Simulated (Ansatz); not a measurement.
Ti oxide hydroxide: PBE0-D4/def2-TZVP single points in Ansatz on relaxed structures, gas phase. Each cluster is the lowest isomer that a short search found in that spin, judged at the geometry's level, and lower ones may exist. Binding counts from free atoms in the multiplicity of their measured ground term, without zero-point energy. The structures are stationary points that may keep the symmetry of their start. Remarks come from the PBE and PBE0 runs and from stability tests at other levels; not every state was tested. HOMO above LUMO (over both spins in singlets and doublets, within one spin in higher multiplets; at PBE or PBE0), or a gap under 0.15 eV within one spin, warns that the state may not be the lowest or that an electron is smeared out.

```
                  species  atoms    state          geometry  HOMO (eV)  LUMO (eV)  gap (eV)  vertical IE (eV)  vertical triplet (eV)  binding per atom (eV)  point group (within 0.1 Å)                                                                                                            remarks
TiO3H2 (with an O–O bond)      6  singlet  PBE0-D4/def2-SVP      -7.92      -2.64      5.28             10.14                   2.64                   3.64                          Cs  gap within one spin near zero at PBE or PBE0 (+1 doublet), gap within one spin near zero at PBE or PBE0 (triplet)
TiO4H4 (with an O–O bond)      9  singlet   PBE-D4/def2-SVP      -7.98      -1.57      6.41             10.18                   3.87                   3.67                           –                                                                                                                  –
                  Ti2O5H2      9  singlet   PBE-D4/def2-SVP      -8.01      -2.62      5.39              9.86                   3.15                   4.79                          C2                                                                                                                  –
```

The gap (eV) runs from 5.28 (TiO3H2 (with an O–O bond)) to 6.41 (TiO4H4 (with an O–O bond)). The vertical IE (eV) runs from 9.86 (Ti2O5H2) to 10.18 (TiO4H4 (with an O–O bond)). The vertical triplet (eV) runs from 2.64 (TiO3H2 (with an O–O bond)) to 3.87 (TiO4H4 (with an O–O bond)). The binding per atom (eV) runs from 3.64 (TiO3H2 (with an O–O bond)) to 4.79 (Ti2O5H2).
